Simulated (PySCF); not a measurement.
C4H5NSi, SMILES C1C[SiH2]C=1C#N. Heavy atoms are numbered as in [N:1]#[C:2][C:3]1=[CH:4][CH2:5][SiH2:6]1. Hydrogens are named by the atom that carries them.

Geometry optimised at B3LYP-D3(BJ)/def2-SVP. This is a generated structure with no PubChem entry under its InChIKey; it may be hypothetical.

Computed with PBE/pcSseg-1 run with PySCF.

GIAO shieldings, no solvent; atoms alike by connectivity are averaged. δ = σ(ref) − σ: ¹⁵N against NH3 (σ = 267.0 ppm); ¹³C against TMS (σ = 182.0 ppm); ²⁹Si against TMS (σ = 335.4 ppm); ¹H against TMS (σ = 31.49 ppm), references at their B3LYP-D3(BJ)/def2-TZVP geometries, non-relativistic.

```tsv
nucleus	atoms	count	δ (ppm)
¹⁵N	N1	1	328.7
¹³C	C4 (CH)	1	177.8
¹³C	C3	1	126.1
¹³C	C2	1	120.6
¹³C	C5 (CH2)	1	21.0
²⁹Si	Si6 (SiH2)	1	-21.9
¹H	H on C4	1	7.81
¹H	H on Si6	2	5.66
¹H	H on C5	2	2.31
```
